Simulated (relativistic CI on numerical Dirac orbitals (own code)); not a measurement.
**Co³⁺ in a cubic cluster: 2p photoemission with charge transfer**

Computed with a charge-transfer multiplet model of a cubic metal-ligand cluster with up to 2 ligand holes, Slater and spin-orbit integrals from Dirac-Coulomb-Breit ions, Slater integrals scaled by 0.8. The ground state mixes d6 with configurations of k ligand holes L, whose averages lie at kΔ + k(k − 1)U_dd/2; a core hole lowers each added d electron by U_cd. 300 K, Lorentzian 0.6 eV and Gaussian 0.8 eV FWHM.

Atomic integrals in eV (Slater integrals scaled, ζ unscaled), ground: F2dd 10.085, F4dd 6.299, zeta_d 0.071; with the core hole: F2dd 11.456, F4dd 7.196, zeta_d 0.102, zeta_core 9.658, F2cd 6.863, G1cd 5.283, G3cd 3.006.

Cluster parameters (eV): U_dd = 7.2, U_cd = 9.2, 10Dq = 1.7, 10Dq(ligand) = 0.2, V(eg) = 3.05, V(t2g) = -1.53, final-state hopping factor = 1.

```tsv
Case	n_d	d6	d7L	d8L2	S
Δ = -2.2 eV	6.94	0.24	0.58	0.18	0.02
Δ = -0.2 eV	6.79	0.33	0.55	0.12	0.02
Δ = 1.8 eV	6.64	0.44	0.48	0.08	0.02
```

Weights, n_d and S are thermal averages at 300 K. Binding energies count from the first peak over 30 % of the highest in each spectrum, which can be another peak from case to case. The parameters are a model scan and need not match a compound or its usual spin state. Peaks in eV (height, largest 100):
- Δ = -2.2 eV: 0.0 (100), 2.9 (11), 4.5 (9), 12.9 (9), 15.2 (55), 29.1 (6)
- Δ = -0.2 eV: 0.0 (100), 3.0 (10), 4.8 (8), 12.6 (11), 15.2 (52), 28.7 (6)
- Δ = 1.8 eV: 0.0 (100), 3.3 (10), 5.2 (7), 12.5 (13), 15.2 (50), 27.7 (7)

Curve for Δ = -2.2 eV (points under 2 left out, the grid thinned):

E (eV), Intensity and a bar:
```
     -2.8        2.0 
     -2.2        3.3 
     -1.6        6.3 #
     -1.0       17.9 #####
     -0.4       67.2 #####################
      0.2       94.6 ##############################
      0.8       35.1 ###########
      1.4       11.7 ###
      1.9        8.6 ##
      2.5       10.1 ###
      3.1       10.7 ###
      3.7        8.5 ##
      4.3        9.2 ##
      4.9        8.3 ##
      5.5        5.5 #
      6.1        4.1 #
      6.7        4.0 #
      7.3        3.6 #
      7.9        2.9 
      8.5        2.2 
      9.1        2.1 
     11.2        2.1 
     11.7        3.0 
     12.3        6.5 #
     12.9        8.9 ##
     13.5        9.2 ##
     14.1       15.0 ####
     14.7       35.7 ###########
     15.3       53.9 #################
     15.9       26.4 ########
     16.5       13.4 ####
     17.1       11.8 ###
     17.7        9.1 ##
     18.3        5.7 #
     18.9        3.9 #
     19.5        2.9 
     23.7        2.0 
     24.2        2.2 
     27.5        2.8 
     28.1        4.2 #
     28.7        5.3 #
     29.3        5.5 #
     29.9        5.1 #
     30.5        3.5 
     31.1        2.0
```

For the case Δ = -0.2 eV, Δ = -0.2 eV is smaller than U_dd = 7.2 eV, the charge-transfer side of the Zaanen-Sawatzky-Allen scheme (negative Δ: between configuration averages a ligand hole costs less than the nominal valence; multiplet and field energies can change this for the lowest states). With the core hole the configuration with one ligand hole lies at Δ − U_cd = -11.4, -9.4, -7.4 eV from the one without, in the order of the table; where this is negative the screened configuration lies lower.

With at most 2 ligand holes the space is cut while the next configuration still counts, so covalency is underestimated, and a final configuration with one more ligand hole, which can lie low, is missing from the spectra.
